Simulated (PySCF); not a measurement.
Compound: C₆H₉OPS.
Atom-mapped SMILES: `[CH:1]#[C:2][P:3]1(=[S:4])[CH2:5][CH2:6][O:7][CH2:8][CH2:9]1` (hydrogens: H10 on C1; H11, H12 on C5; H13, H14 on C6; H15, H16 on C8; H17, H18 on C9)

A linear-response calculation (PySCF, def2-SVPD basis, gas phase, vertical, core orbitals frozen in the response) gave these numbers; the functional is withheld.

Orbital energies (eV): HOMO-3 -8.55, HOMO-2 -7.85, HOMO-1 -6.46, HOMO -6.39, LUMO -0.82, LUMO+1 -0.74, LUMO+2 0.16.

```tsv
state	E (eV)	f	main configurations (H = HOMO, L = LUMO)
S1	4.62	0.0019	H→L (99%)
S2	4.74	0.024	H-1→L (83%), H→L+1 (16%)
S3	4.76	0.0001	H-1→L+1 (98%)
S4	4.88	0.029	H→L+1 (82%), H-1→L (14%)
S5	5.85	0.010	H→L+2 (95%)
S6	5.93	0.011	H-1→L+2 (95%)
```

Triplets, Tamm–Dancoff:

```json
{"state": "T1", "E (eV)": "4.29", "λ (nm)": "289.1", "main configurations (H = HOMO, L = LUMO)": "H-1→L (92%)"}
{"state": "T2", "E (eV)": "4.38", "λ (nm)": "283.1", "main configurations (H = HOMO, L = LUMO)": "H→L (95%)"}
{"state": "T3", "E (eV)": "4.61", "λ (nm)": "269.1", "main configurations (H = HOMO, L = LUMO)": "H→L+1 (97%)"}
{"state": "T4", "E (eV)": "4.62", "λ (nm)": "268.4", "main configurations (H = HOMO, L = LUMO)": "H-1→L+1 (94%)"}
```

Vertical ionisation energy by ΔSCF with the same functional: 8.52 eV. Mean static polarisability: 118.7 au.

Problem. Which of these was used?
A. HF
B. B3LYP
C. PBE
D. CAM-B3LYP

Solution. B. B3LYP is a global hybrid with 20% exact exchange. In this run −ε(HOMO) = 6.39 eV differs from the ΔSCF value by -2.12 eV, and S1 differs from the orbital gap of 5.57 eV by -0.95 eV. The ratio −ε(HOMO)/IP is 0.75. Usual ranges for neutral molecules in this basis: 0.67 to 0.83 with B3LYP, 0.5 to 0.7 with PBE, 0.85 to 0.93 with CAM-B3LYP; with Hartree–Fock the ratio is 1 or more (Koopmans' value less the relaxation energy is the ΔSCF value). The other options: PBE, a GGA without exact exchange; HF, time-dependent Hartree–Fock, 100% exact exchange; CAM-B3LYP, range-separated, 19% exact exchange at short range and 65% at long range (ω = 0.33 bohr⁻¹).

Theory: TDDFT B3LYP/def2-SVPD, vertical, gas phase, core orbitals frozen in the response (PySCF 2.14.0, density-fitted response routines). The structure is a single PBE0-D3(BJ)/def2-SVP conformer in the gas phase; no vibrational or solvent corrections.
